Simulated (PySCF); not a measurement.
GeH4NOSi, GeH5O2Si, GeH5NOSi (calculated)

All values are calculated (PySCF 2.14.0). Calculation on a computer-drawn molecule: the log of a Hartree-Fock and frozen-core CCSD(T) single point meant for a local Hartree-Fock minimum, with one planted fault or none, to be diagnosed. Offsets are logged minus clean, where the clean run is the same molecule without the fault. The reference is restricted for singlets and unrestricted otherwise, and also for a bond in bohr or an excited solution. Adding or removing an electron swaps singlet and doublet. The excited solution moves the top pair (singlet) or top alpha electron (doublet) to the lowest empty orbital. Highest occupied and lowest empty are orbital energies over both spins, largest force is the largest gradient component, triples share is (T) over the correlation energy, the T1 limit is 0.02 restricted and 0.045 unrestricted, electrons count all cores, a negative frequency is imaginary (commonest isotopes), and the dipole is about the centre of nuclear charge; on germanium a core potential holds 10 electrons, which the energies leave out, and 3d is frozen in MP2 and coupled-cluster steps.

Common to all runs: meant basis cc-pV(D+d)Z; meant basis and core potential on germanium cc-pVDZ-PP ECP10MDF; logged SCF converged yes; logged CC converged yes; logged SCF stable within its kind yes; possible faults no fault, one electron removed, one electron added, multiplicity raised by two, geometry at a saddle point, SCF held on an excited solution, minimal basis STO-3G, one bond length entered in bohr, all coordinates scaled.

(1) 
```xyz
8
formula=GeH4NOSi meant_charge=1 meant_multiplicity=1 logged_electrons=64 logged_basis_functions=94 logged_spin_squared=0.8683 logged_highest_occupied=-14.799 logged_lowest_empty=-4.2139 logged_largest_force=0.013497 logged_T1_diagnostic=0.039276 logged_D1_diagnostic=0.16316 logged_triples_share=0.036248 logged_dipole_magnitude=3.7973 logged_energy_HF=-713.60481 logged_energy_CCSD(T)=-714.15677 planted_fault=one_bond_length_entered_in_bohr,row_6_of_the_drawn_bonds HF_energy_offset_from_clean_run=69.8 CCSD(T)_energy_offset_from_clean_run=77.38
O     -0.7493    -2.7518    -1.5225
Ge    -0.3411    -1.1169    -1.8103
N      0.6374    -0.2363    -0.7529
Si     1.5456     0.6662     0.1800
H     -0.4237    -3.1967    -0.7474
H     -0.9545    -0.6135    -3.0802
H      0.4659     2.1631     2.2337
H      2.9940     0.7347     0.0005
```

Units: logged_highest_occupied, logged_lowest_empty in eV; logged_largest_force in hartree/bohr; logged_dipole_magnitude in debye; logged_energy_HF, logged_energy_CCSD(T) in hartree; HF_energy_offset_from_clean_run, CCSD(T)_energy_offset_from_clean_run in kcal/mol.

Drawn bonds:
| atom | other atom | order |
| --- | --- | --- |
| 1 | 2 | 1 |
| 2 | 3 | 2 |
| 3 | 4 | 1 |
| 1 | 5 | 1 |
| 2 | 6 | 1 |
| 4 | 7 | 1 |
| 4 | 8 | 1 |

(2) 
```xyz
9
formula=GeH5O2Si meant_charge=0 meant_multiplicity=2 logged_electrons=67 logged_basis_functions=99 logged_spin_squared=3.7746 logged_highest_occupied=-4.2574 logged_lowest_empty=-2.3692 logged_largest_force=0.039424 logged_T1_diagnostic=0.030538 logged_D1_diagnostic=0.16995 logged_triples_share=0.028455 logged_dipole_magnitude=2.0598 logged_energy_HF=-734.73691 logged_energy_CCSD(T)=-735.34767
O      1.5054     0.6417    -0.9285
Ge     1.5153     0.7927     0.8429
O      0.6622    -0.7082     1.3235
Si     0.2334     2.7999     1.4115
H      1.2970    -0.2325    -1.2322
H      0.7366    -0.9518     2.2350
H      0.1608     2.8820     2.8889
H     -1.1336     2.7536     0.8462
H      0.9644     3.9750     0.8899
```

Units: logged_highest_occupied, logged_lowest_empty in eV; logged_largest_force in hartree/bohr; logged_dipole_magnitude in debye; logged_energy_HF, logged_energy_CCSD(T) in hartree.

Drawn bonds:
| atom | other atom | order |
| --- | --- | --- |
| 1 | 2 | 1 |
| 2 | 3 | 1 |
| 2 | 4 | 1 |
| 1 | 5 | 1 |
| 3 | 6 | 1 |
| 4 | 7 | 1 |
| 4 | 8 | 1 |
| 4 | 9 | 1 |

(3) 
```xyz
9
formula=GeH5NOSi meant_charge=0 meant_multiplicity=1 logged_electrons=66 logged_basis_functions=99 logged_spin_squared=0 logged_highest_occupied=-10.056 logged_lowest_empty=1.8113 logged_largest_force=6.635e-06 logged_lowest_frequency=96.728 logged_T1_diagnostic=0.016195 logged_D1_diagnostic=0.059746 logged_triples_share=0.026867 logged_dipole_magnitude=1.7446 logged_energy_HF=-714.60277 logged_energy_CCSD(T)=-715.20054
O      2.3039     0.7744     0.1274
Ge     1.4148    -0.6636    -0.4475
N      1.2956    -0.2436    -2.2496
Si     0.5502    -1.1719    -3.5118
H      2.5590     1.4595    -0.4745
H      1.7101     0.6268    -2.5451
H      0.0056    -2.3993    -2.8892
H      1.5189    -1.5521    -4.5679
H     -0.5529    -0.4307    -4.1692
```

Units: logged_highest_occupied, logged_lowest_empty in eV; logged_largest_force in hartree/bohr; logged_lowest_frequency in cm⁻¹; logged_dipole_magnitude in debye; logged_energy_HF, logged_energy_CCSD(T) in hartree.

Drawn bonds:
| atom | other atom | order |
| --- | --- | --- |
| 1 | 2 | 1 |
| 2 | 3 | 1 |
| 3 | 4 | 1 |
| 1 | 5 | 1 |
| 3 | 6 | 1 |
| 4 | 7 | 1 |
| 4 | 8 | 1 |
| 4 | 9 | 1 |

Q: Which fault was planted in the run of GeH5O2Si (entry 2)?
A: multiplicity raised by two

Q: Which fault was planted in the run of GeH5NOSi (entry 3)?
A: no fault

Further results for GeH5O2Si (entry 2):

- HF energy offset from clean run: 148.3 kcal/mol
- CCSD(T) energy offset from clean run: 148.8 kcal/mol

Further results for GeH5NOSi (entry 3):

* HF energy offset from clean run: 0 kcal/mol
* CCSD(T) energy offset from clean run: 0 kcal/mol
